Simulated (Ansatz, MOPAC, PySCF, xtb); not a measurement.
Isomers of C2H8Si: 1 is C[SiH2]C, 2 is CC[SiH3]; one conformer of each (the lowest of an xTB search), B3LYP-D3(BJ)/def2-TZVP minima.
Isomer 1 (charge 0, multiplicity 1, Z-matrix in Å and degrees):
```
Si
H 1 1.4863
H 1 1.4863 2 107.50
C 1 1.8769 2 109.51 3 118.90
H 4 1.0916 1 111.21 2 -58.77
H 4 1.0922 5 107.90 1 121.83
H 4 1.0922 5 107.90 6 116.34
C 1 1.8769 2 109.51 3 -118.90
H 8 1.0916 1 111.21 2 58.68
H 8 1.0922 9 107.90 1 -121.83
H 8 1.0922 9 107.90 10 -116.34
```
Isomer 2 (charge 0, multiplicity 1):
```xyz
11

C      1.2462     0.3059    -0.8143
C      0.2619    -0.6611    -0.1444
Si    -1.3557     0.1485     0.3722
H      2.1712    -0.1991    -1.1000
H      0.8185     0.7454    -1.7180
H      1.5127     1.1277    -0.1462
H      0.0296    -1.4914    -0.8183
H      0.7184    -1.1112     0.7424
H     -1.0968     1.2483     1.3353
H     -2.2614    -0.8367     1.0131
H     -2.0445     0.7239    -0.8103
```

No zero-point or thermal terms.

Cores are frozen in the correlated methods. The state that PM3 reach isn't checked.

Run with Ansatz (an electronic-structure program) with Gaussian orbitals; MOPAC for PM3 (differences of heats of formation); PySCF for the dispersion terms; xtb for the GFN methods. Values without a source in brackets are computed.

Problem. One of these levels gives 52.9 kJ/mol for the electronic energy of isomer 2 less that of isomer 1. Which one is it?
A) SCS-MP2/cc-pV(D+d)Z
B) PM3
C) PBE-D3(BJ)/def2-TZVPP
D) GFN2-xTB

Solution. C, PBE-D3(BJ)/def2-TZVPP. The others give 47.7 (PM3), -13.5 (GFN2-xTB), 39.7 (SCS-MP2/cc-pV(D+d)Z)
